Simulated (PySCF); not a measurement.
## How methods differ on the ionisation energy of Mg⁺

Mg⁺ [Ne] 3s1 (2S) → Mg²⁺ [Ne] (1S), as a difference of total energies. All numbers are calculated (PySCF 2.14, the non-relativistic Hamiltonian (point nucleus), in dyall-acv3z (20s13p7d4f, 122 functions)). Correlated levels: valence and next inner shell: 1s2 frozen; virtual orbitals above 40 to 60 times the deepest correlated orbital energy dropped. The calculations carry no spin-orbit coupling.

```tsv
method	ionisation energy (eV)
UHF	14.724
LDA	15.352
PBE	15.337
PBE0	15.232
r2SCAN	15.020
PW91	15.377
HSE06	15.238
BP86	15.253
MP2 (valence and next inner shell)	14.983
SCS-MP2 (valence and next inner shell)	14.929
```

Errors of the correlated levels include the incompleteness of this basis and the frozen core.

Task: Which method comes closest to the reference value, and which is furthest?

Result: The reference is 15.035 eV (measured; NIST Atomic Spectra Database, ionization energies). Closest: r2SCAN (error -0.015 eV); furthest: PW91 (error 0.342 eV).
